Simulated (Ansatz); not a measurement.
Input file for Ansatz (a program for electronic structure): R-B3LYP/def2-TZVPPD on C2H9BO (a complex), monomers drawn apart or pushed together. Files ending in .json are basis or fitting sets from the Basis Set Exchange.

Ansatz 0.2 input:
```yaml
crystal:
  periodic: [false, false, false]
  atoms:
    - {symbol: B, position_ang: [0.14918511, 0.22652032, 1.09459427]}
    - {symbol: H, position_ang: [1.28059298, 0.51303444, 0.80575931]}
    - {symbol: H, position_ang: [-0.68599582, 1.01994754, 0.75031255]}
    - {symbol: H, position_ang: [-0.14383264, -0.93132885, 0.90094488]}
    - {symbol: C, position_ang: [-1.19756659, 0.11754846, 3.98347897]}
    - {symbol: O, position_ang: [0.10432162, 0.30543857, 3.40441185]}
    - {symbol: C, position_ang: [1.11899424, -0.48242026, 4.04880927]}
    - {symbol: H, position_ang: [-1.14398543, 0.34944413, 5.04680381]}
    - {symbol: H, position_ang: [-1.52643775, -0.91182830, 3.82715047]}
    - {symbol: H, position_ang: [-1.86493039, 0.80322954, 3.47275163]}
    - {symbol: H, position_ang: [1.12957271, -0.23805006, 5.11063413]}
    - {symbol: H, position_ang: [2.06088338, -0.21462646, 3.58244486]}
    - {symbol: H, position_ang: [0.91423655, -1.54416905, 3.89722952]}
basis:
  gaussian:
    orbitals: def2-TZVPPD.json
hamiltonian:
  xc: {name: B3LYP}
scf: {lower_state_search: off}
```

Predict the final total energy.

-181.7263 hartree.
